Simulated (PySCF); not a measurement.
Isomers of CH6OSi2. Isolated molecules, 0 K electronic values unless said otherwise. One relaxed conformer stands for each flexible species; it need not be the lowest. Strings in code marks are SMILES.

All values below come from TPSSh-D3(BJ)/def2-TZVP // B3LYP-D3(BJ)/def2-TZVP (PySCF). All candidates: neutral, multiplicity 1. Excitations are Tamm–Dancoff values on a coarser integration grid. The basis has no diffuse functions, so Rydberg states are missing or too high.

```
Quantity                                        Value
-------------------------------------------  --------
HOMO–LUMO gap                                 3.08 eV
brightest of the four lowest singlets (TDA)   4.37 eV
LUMO                                         -2.07 eV
```

**Question.** Name which member has these values.
(A) `[SiH3][C@@H]1O[SiH2]1`
(B) `[SiH2]=CO[SiH3]` (Si–C–O–Si torsion 0°)
(C) `C=[SiH][SiH2]O` (C–Si–Si–O torsion -11°, Si–Si–O–H torsion -47°)
(D) `C/[SiH]=[SiH]\O` (Si–Si–O–H torsion 132°)

**Answer.** D, `C/[SiH]=[SiH]\O` (Si–Si–O–H torsion 132°). The others give `[SiH2]=CO[SiH3]` (Si–C–O–Si torsion 0°): 4.03 eV, 5.10 eV, -1.36 eV; `[SiH3][C@@H]1O[SiH2]1`: 5.99 eV, 5.98 eV, -1.04 eV; `C=[SiH][SiH2]O` (C–Si–Si–O torsion -11°, Si–Si–O–H torsion -47°): 4.13 eV, 5.35 eV, -1.96 eV
